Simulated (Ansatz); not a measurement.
`[CH3][Al]1[CH2][S]1` and `[Cl][Al]1[CH2][S]1` differ in one atom or group.

Ansatz, PBE0-D4/def2-TZVP geometries, multiplicity 1. 

```
                                      property  `[CH3][Al]1[CH2][S]1`
           HOMO–LUMO gap (PBE/def2-TZVPP) / eV                   4.05
          HOMO–LUMO gap (PBE0/def2-TZVPP) / eV                   5.93
           HOMO energy (B3LYP/def2-TZVPP) / eV                  -6.42
           LUMO energy (B3LYP/def2-TZVPP) / eV                  -0.92
size of the dipole moment (PBE/def2-TZVPP) / D                   3.13
            LUMO energy (PBE0/def2-TZVPP) / eV                  -0.71
```

(1) Give the same properties after the change, and the shifts. (Estimate.)

Answers

(1) The calculation gave: 
```tsv
property	`[Cl][Al]1[CH2][S]1`	shift
HOMO–LUMO gap (PBE/def2-TZVPP) / eV	3.68	-0.37
HOMO–LUMO gap (PBE0/def2-TZVPP) / eV	5.67	-0.26
HOMO energy (B3LYP/def2-TZVPP) / eV	-6.89	-0.47
LUMO energy (B3LYP/def2-TZVPP) / eV	-1.72	-0.80
size of the dipole moment (PBE/def2-TZVPP) / D	1.53	-1.60
LUMO energy (PBE0/def2-TZVPP) / eV	-1.48	-0.77
```

With PBE0 the HOMO falls by 0.50 eV and the LUMO falls by 0.77 eV, so the gap narrows by about 0.27 eV. PBE moves the HOMO by -0.47 eV and ωB97M-V by -0.52 eV. The zero-point energy changes by -89.1 kJ/mol with -9 modes. Dipoles are sizes alone; their direction can turn.

B3LYP here is the variant with VWN-RPA as its local correlation; programs differ in this.
